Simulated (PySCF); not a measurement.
H₃SbTe₂, SMILES [TeH][SbH][TeH].

Geometry optimised at PBE0-D3(BJ)/def2-SVP. The structure was generated by enumeration; whether it is a known compound was not checked. The def2 effective core potentials stand for the cores of Sb, Te; spin–orbit coupling is left out.

These are M06-2X/def2-TZVP (PySCF) values and carry that method's errors.

Symmetry labels are those of the subgroup Cs that the program uses (full group Cs).

Computed valence orbital energies around the gap with their symmetry:
```json
[
 {"orbital": "HOMO−7", "symmetry": "A'", "energy (eV)": "-16.45"},
 {"orbital": "HOMO−6", "symmetry": "A'", "energy (eV)": "-11.43"},
 {"orbital": "HOMO−5", "symmetry": "A\"", "energy (eV)": "-11.18"},
 {"orbital": "HOMO−4", "symmetry": "A'", "energy (eV)": "-10.48"},
 {"orbital": "HOMO−3", "symmetry": "A\"", "energy (eV)": "-9.51"},
 {"orbital": "HOMO−2", "symmetry": "A'", "energy (eV)": "-8.69"},
 {"orbital": "HOMO−1", "symmetry": "A'", "energy (eV)": "-7.52"},
 {"orbital": "HOMO", "symmetry": "A\"", "energy (eV)": "-7.33"},
 {"orbital": "LUMO", "symmetry": "A'", "energy (eV)": "-1.23"},
 {"orbital": "LUMO+1", "symmetry": "A\"", "energy (eV)": "-0.74"},
 {"orbital": "LUMO+2", "symmetry": "A'", "energy (eV)": "0.08"},
 {"orbital": "LUMO+3", "symmetry": "A\"", "energy (eV)": "0.65"}
]
```
